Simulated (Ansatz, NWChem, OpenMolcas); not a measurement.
**A ladder of methods for BaS (SMILES [S][Ba])**

The species is BaS (2 atoms), meant as a singlet with charge 0. SMILES: `[S][Ba]`. The bond length is the measured one.

```xyz
2

S     0.0000    0.0000    0.0000
Ba    0.0000    0.0000    2.5074
```

Each level gives the vertical energy of the triplet above the singlet (eV). The values are calculated.

| level | kind | program | value (eV) | less CCSD(T)/def2-TZVP |
| --- | --- | --- | --- | --- |
| HF/def2-TZVP (core potential) | Hartree–Fock | Ansatz | 0.63 | -1.12 |
| SVWN5/def2-TZVP (core potential) | LDA | Ansatz | 1.97 | +0.22 |
| PBE/def2-TZVP (core potential) | GGA | OpenMolcas | 1.87 | +0.12 |
| TPSS/def2-TZVP (core potential) | meta-GGA | OpenMolcas | 1.91 | +0.16 |
| PBE0/def2-TZVP (core potential) | global hybrid | OpenMolcas | 1.74 | -0.01 |
| HSE06/def2-TZVP (core potential) | range-separated hybrid | Ansatz | 1.75 | 0.00 |
| PBE-QIDH/def2-TZVP (core potential) | double hybrid | Ansatz | 1.73 | -0.02 |
| MP2/def2-TZVP (core potential) | perturbation theory | NWChem | 1.76 | +0.01 |
| CCSD(T)/def2-TZVP (core potential), open shells restricted | coupled cluster or CI | OpenMolcas | 1.75 | 0.00 |

Differences are taken from CCSD(T)/def2-TZVP (core potential), open shells restricted for orientation; it has basis-set and higher-order errors of its own. Spin-orbit coupling, which can split open shells on such heavy atoms by tenths of an eV, is left out. The values span 0.63 to 1.97 eV.
